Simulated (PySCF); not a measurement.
PySCF job for C4H4ClF, SMILES C=C(F)C(=C)Cl, PBE0/pcSseg-1. Geometry: r2SCAN-D4/def2-SVP. One conformer was computed; it need not be the lowest.

```python
import numpy as np
from pyscf import gto, scf, dft
from pyscf.prop.nmr import rks as nmr

mol = gto.M(
    atom='''
    C    -1.60132125    1.15004634    0.00000000
    C    -0.27368586    0.98163849    0.00000000
    F     0.53550770    2.05699835    0.00000000
    C     0.48581081   -0.27242022    0.00000000
    C     1.82704844   -0.32806718    0.00000000
    Cl   -0.46577650   -1.73301651    0.00000000
    H    -2.01746997    2.15891264    0.00000000
    H    -2.26403730    0.28641798    0.00000000
    H     2.40082024    0.60003300    0.00000000
    H     2.35220543   -1.28425263    0.00000000
    ''',
    basis='pcSseg-1',
    charge=0,
    spin=0,
    max_memory=1600,
    verbose=3,
)
mf = dft.RKS(mol, xc='pbe0')
mf.grids.level = 3
mf.conv_tol = 1e-10
mf.max_cycle = 100
mf.kernel()
n = nmr.NMR(mf)
n.verbose = 2
n.max_cycle_cphf = 60
sigma = n.kernel()
print('atom   isotropic/ppm   span/ppm')
for i, s in enumerate(sigma):
    w = np.linalg.eigvalsh((s + s.T) / 2)
    print(f'{mol.atom_symbol(i):2s}{i + 1:3d} {w.mean():14.3f} {w[2] - w[0]:11.3f}')
```

It prints:

```
converged SCF energy = -714.34675373622
atom   isotropic/ppm   span/ppm
C   1         82.750     176.630
C   2         15.755     159.265
F   3        285.001     171.706
C   4         39.954     173.446
C   5         61.237     203.550
Cl  6        721.822     477.331
H   7         26.024       5.746
H   8         25.866       7.911
H   9         25.112       7.200
H  10         25.497       7.889
```

The run converged.

Cost: around 30 core-seconds (rough).
